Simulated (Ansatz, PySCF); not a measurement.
H10NSi3, SMILES [SiH3][NH+]([SiH3])[SiH3], charge +1. Atoms are numbered in the order given.

```xyz
14

Si     0.0274     1.6179    -0.7803
N      0.0226     0.1993     0.4486
Si     1.5355    -0.8952     0.2595
Si    -1.5705    -0.7899     0.3688
H      1.4490     2.0285    -0.8826
H     -0.5033     0.9974    -2.0183
H     -0.8628     2.6418    -0.1856
H      0.0698     0.6167     1.3888
H      2.6441    -0.1228     0.8667
H      1.6490    -1.0680    -1.2090
H      1.1939    -2.1452     0.9813
H     -1.6640    -1.4700     1.6815
H     -2.6322     0.2165     0.1243
H     -1.3447    -1.7065    -0.7750
```
Charge +1, spin multiplicity 1.

Geometry: PBE0-D3(BJ)/def2-SVP. The isomer is the one that the SMILES or the coordinates give; other isomers of the formula were not compared.

Two levels are set side by side: PBE-D3(BJ)/def2-SVP (Ansatz, a quantum-chemistry and plane-wave program) and PBE0-D3(BJ)/def2-SVP (Ansatz). Each level has its own optimised geometry; the coordinates shown are those of the second. Frequencies come from the Hessian of PySCF at each geometry. Differences are taken from unrounded values.

```json
[
 {"quantity": "mean bond length (Å)", "PBE0-D3(BJ)": "1.539"},
 {"quantity": "bond Si1–N2 (Å)", "PBE0-D3(BJ)": "1.877"},
 {"quantity": "bond N2–Si3 (Å)", "PBE0-D3(BJ)": "1.877"},
 {"quantity": "bond N2–Si4 (Å)", "PBE0-D3(BJ)": "1.877"},
 {"quantity": "bond Si1–H5 (Å)", "PBE0-D3(BJ)": "1.483"},
 {"quantity": "bond Si1–H6 (Å)", "PBE0-D3(BJ)": "1.483"},
 {"quantity": "bond Si1–H7 (Å)", "PBE0-D3(BJ)": "1.481"},
 {"quantity": "bond N2–H8 (Å)", "PBE0-D3(BJ)": "1.030"},
 {"quantity": "bond Si3–H9 (Å)", "PBE0-D3(BJ)": "1.481"},
 {"quantity": "bond Si3–H10 (Å)", "PBE0-D3(BJ)": "1.483"},
 {"quantity": "bond Si3–H11 (Å)", "PBE0-D3(BJ)": "1.483"},
 {"quantity": "bond Si4–H12 (Å)", "PBE0-D3(BJ)": "1.481"},
 {"quantity": "bond Si4–H13 (Å)", "PBE0-D3(BJ)": "1.483"},
 {"quantity": "bond Si4–H14 (Å)", "PBE0-D3(BJ)": "1.483"},
 {"quantity": "highest harmonic wavenumber (cm⁻¹)", "PBE0-D3(BJ)": "3458"},
 {"quantity": "mean harmonic wavenumber (cm⁻¹)", "PBE0-D3(BJ)": "1156"},
 {"quantity": "zero-point energy (kcal/mol)", "PBE0-D3(BJ)": "59.51"}
]
```

Q: What does PBE-D3(BJ) give, and how far is it from PBE0-D3(BJ)? (Estimate from the structure and the level; the computed values follow.)

A: 
```
quantity                            PBE-D3(BJ)  PBE-D3(BJ) minus PBE0-D3(BJ)
----------------------------------  ----------  ----------------------------
mean bond length (Å)                     1.550                         0.012
bond Si1–N2 (Å)                          1.893                         0.016
bond N2–Si3 (Å)                          1.893                         0.016
bond N2–Si4 (Å)                          1.893                         0.016
bond Si1–H5 (Å)                          1.494                         0.011
bond Si1–H6 (Å)                          1.493                         0.010
bond Si1–H7 (Å)                          1.492                         0.011
bond N2–H8 (Å)                           1.038                         0.009
bond Si3–H9 (Å)                          1.492                         0.011
bond Si3–H10 (Å)                         1.493                         0.010
bond Si3–H11 (Å)                         1.494                         0.011
bond Si4–H12 (Å)                         1.492                         0.011
bond Si4–H13 (Å)                         1.494                         0.011
bond Si4–H14 (Å)                         1.493                         0.010
highest harmonic wavenumber (cm⁻¹)        3348                          -111
mean harmonic wavenumber (cm⁻¹)           1118                           -38
zero-point energy (kcal/mol)             57.55                         -1.96
```

GGA bonds tend to be longer and softer than those of functionals with exact exchange. Differences between two approximate levels are no errors against the true value.
